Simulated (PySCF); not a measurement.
A geometry optimisation, step by step.

Compound: OsO₄ (singlet state).
Bonds: O1–Os2 (double), Os2–O3 (double), Os2–O4 (double), Os2–O5 (double).

Computed by this run: PySCF, PBE0-D3(BJ)/def2-SVP geometry optimisation, gas phase, def2 core potentials past Kr; density fitting, grid level 1; the optimiser is geomeTRIC in internal coordinates, started from a GFN2-xTB structure with every atom displaced at random (about 0.01 Å). The frame can shift and turn from step to step; on so coarse a grid that alone can change the energy by a few meV, and forces under 0.02 eV/Å are noise.

Step 0: E = -10639.6080 eV, largest atomic force 5.216 eV/Å
```
atom  x, y, z in Å  |  force x, y, z in eV/Å
O1      0.530   -1.144    1.056    0.957  -2.382   2.340
Os2    -0.004   -0.004   -0.006    2.423  -0.433  -0.003
O3     -0.743    1.205    0.789   -2.315   3.823   2.584
O4      1.303    0.585   -0.829    2.295   1.164  -1.575
O5     -1.053   -0.676   -1.047   -3.360  -2.172  -3.346
```

Step 1: E = -10639.7992 eV, largest atomic force 3.122 eV/Å
```
atom  x, y, z in Å  |  force x, y, z in eV/Å
O1      1.005   -0.545    1.831   -0.617   1.627  -1.556
Os2     0.481    0.652    0.694   -1.374   0.272  -0.028
O3     -0.333    1.946    1.547    1.524  -2.286  -1.483
O4      1.829    1.292   -0.176   -1.610  -0.843   1.107
O5     -0.653   -0.071   -0.429    2.077   1.230   1.960
```

Step 2: E = -10640.0753 eV, largest atomic force 0.558 eV/Å
```
atom  x, y, z in Å  |  force x, y, z in eV/Å
O1      0.992   -0.507    1.796    0.156  -0.307   0.299
Os2     0.468    0.654    0.693   -0.546   0.111  -0.027
O3     -0.306    1.910    1.523   -0.009   0.042   0.027
O4      1.791    1.269   -0.149    0.427   0.185  -0.262
O5     -0.617   -0.053   -0.397   -0.027  -0.031  -0.037
```

Step 3: E = -10640.0794 eV, largest atomic force 0.186 eV/Å
```
atom  x, y, z in Å  |  force x, y, z in eV/Å
O1      0.994   -0.509    1.802   -0.036   0.058  -0.048
Os2     0.464    0.655    0.693    0.184  -0.029   0.001
O3     -0.307    1.913    1.522   -0.020   0.022   0.007
O4      1.797    1.270   -0.155   -0.100  -0.042   0.053
O5     -0.619   -0.055   -0.396   -0.028  -0.009  -0.013
```

Step 4: E = -10640.0796 eV, largest atomic force under 0.02 eV/Å
```
atom  x, y, z in Å  |  force x, y, z in eV/Å
O1      0.993   -0.507    1.804   -0.002   0.009  -0.003
Os2     0.466    0.655    0.693   -0.008   0.000   0.002
O3     -0.306    1.914    1.520    0.007  -0.004  -0.007
O4      1.796    1.268   -0.156   -0.002  -0.005   0.000
O5     -0.620   -0.056   -0.394    0.005   0.001   0.008
```

Problem. Summarise the path.

Solution. The energy falls by 0.4716 eV from step 0 to step 4; nine tenths of that is first reached at step 2. It falls at every step. The largest force goes from 5.216 to under 0.02 eV/Å. Among the bonds Os2=O5 changes most (a near tie, within 0.001 Å, with another), from 1.624 to 1.693 Å; the atoms move by 0.052 Å rms after alignment.

Problem. Follow the three bonds and two angles with the largest change from start to end.

Solution. 
```json
{"step": "0", "E above end (eV)": "0.4716", "largest force (eV/Å)": "5.216", "Os2=O5 (Å)": "1.624", "Os2=O3 (Å)": "1.625", "O1=Os2 (Å)": "1.647", "O1–Os2–O4 (°)": "108.1", "O1–Os2–O3 (°)": "110.4"}
{"step": "1", "E above end (eV)": "0.2804", "largest force (eV/Å)": "3.122", "Os2=O5 (Å)": "1.751", "Os2=O3 (Å)": "1.751", "O1=Os2 (Å)": "1.732", "O1–Os2–O4 (°)": "110.5", "O1–Os2–O3 (°)": "109.4"}
{"step": "2", "E above end (eV)": "0.0043", "largest force (eV/Å)": "0.558", "Os2=O5 (Å)": "1.693", "Os2=O3 (Å)": "1.692", "O1=Os2 (Å)": "1.685", "O1–Os2–O4 (°)": "109.5", "O1–Os2–O3 (°)": "109.4"}
{"step": "3", "E above end (eV)": "0.0002", "largest force (eV/Å)": "0.186", "Os2=O5 (Å)": "1.692", "Os2=O3 (Å)": "1.692", "O1=Os2 (Å)": "1.694", "O1–Os2–O4 (°)": "109.3", "O1–Os2–O3 (°)": "109.4"}
{"step": "4", "E above end (eV)": "0.0000", "largest force (eV/Å)": "under 0.02", "Os2=O5 (Å)": "1.693", "Os2=O3 (Å)": "1.693", "O1=Os2 (Å)": "1.692", "O1–Os2–O4 (°)": "109.4", "O1–Os2–O3 (°)": "109.4"}
```

The cost below is that of the whole optimisation. On Arm Neoverse V1, one thread, no GPU, shared host, this took 20 s of wall time and 0.37 GiB of memory at its peak.
